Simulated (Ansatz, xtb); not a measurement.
## C3H7BeF: which of two conformers lies lower

Structure a is `CC[CH2][Be][F]`, a singlet and structure b is `CC[CH2][Be][F]`, a singlet. Both are isolated molecules in the gas phase, relaxed with B3LYP-D3(BJ)/def2-SVP.

a (Å):

```csv
atom,x (Å),y (Å),z (Å)
C,1.8828,-4.0224,0.9274
C,0.5706,-3.4137,0.4335
C,0.6305,-1.8796,0.2975
Be,1.8147,-1.2684,-0.7159
F,2.7776,-0.7374,-1.5653
H,2.7131,-3.8080,0.2300
H,2.1674,-3.6114,1.9107
H,1.8166,-5.1174,1.0302
H,-0.2422,-3.7034,1.1239
H,0.3069,-3.8635,-0.5405
H,-0.3505,-1.4916,-0.0399
H,0.7827,-1.4303,1.3000
```

b (Å):

```xyz
12

C     0.8221   -3.8284    0.5495
C    -0.2411   -2.7603    0.2931
C    -0.0988   -1.5269    1.2077
Be   -1.2155   -0.3011    1.0010
F    -2.1388    0.7222    0.8355
H     0.7746   -4.1905    1.5903
H     1.8353   -3.4229    0.3894
H     0.6993   -4.6990   -0.1155
H    -0.1925   -2.4481   -0.7658
H    -1.2429   -3.2082    0.4229
H     0.9153   -1.0959    1.0827
H    -0.1341   -1.8529    2.2670
```

Energies in hartree; the thermal terms are from B3LYP-D3(BJ)/def2-SVP harmonic frequencies (ideal gas, rigid rotor, one conformer each, 400 K, 1 atm) and include the zero-point energy:

```
                              a           b
E, CCSD(T)/def2-SVP  −232.375182  −232.375385
    E, MP2/def2-SVP  −232.311495  −232.311730
  E, MP2/def2-TZVPP  −232.783067  −232.783202
  zero-point energy     0.096995     0.096988
       H(400 K) − E     0.108701     0.108743
       G(400 K) − E     0.053474     0.053563
```

Task: Correct the CCSD(T) difference for the basis set by the MP2 change, then work out ΔE, ΔE₀, ΔH and ΔG for a → b in kcal/mol (1 Eh = 627.51 kcal/mol) and the equilibrium ratio [b]/[a].

Result: 1. Differences b − a: CCSD(T) −0.000203, MP2 in the small set −0.000235, MP2 in the large set −0.000135 Eh.
2. ΔE = −0.000203 + (−0.000135 − (−0.000235)) = −0.000103 Eh = −0.06 kcal/mol.
3. ΔE₀ = ΔE + ΔZPE = −0.000103 + (−0.000007) Eh = −0.07 kcal/mol.
4. ΔH = ΔE + (+0.000042) Eh = −0.04 kcal/mol.
5. ΔG = ΔE + (+0.000089) Eh = −0.01 kcal/mol, so ΔS = (ΔH − ΔG)/T = −0.3 J/(mol K).
6. kT = 1.2667 mEh, so K = [b]/[a] = exp(−ΔG/kT) = exp(+0.01) ≈ 1.

The two are too close for this level to say which is favoured. An error of 1 kcal/mol in ΔG would change K by a factor of 3.5. Mirror images and further conformers aren't counted.

Other levels gave ΔE = +0.1 (B3LYP-D3(BJ)/def2-SVP); −0.2 (HF/def2-SVP); −0.1 (MP2/def2-SVP); −0.1 (CCSD(T)/def2-SVP) kcal/mol. The correlated steps freeze 4 core orbitals; the last core shell of Be is correlated, in a basis made for valence electrons. Programs: Ansatz 0.2.0.
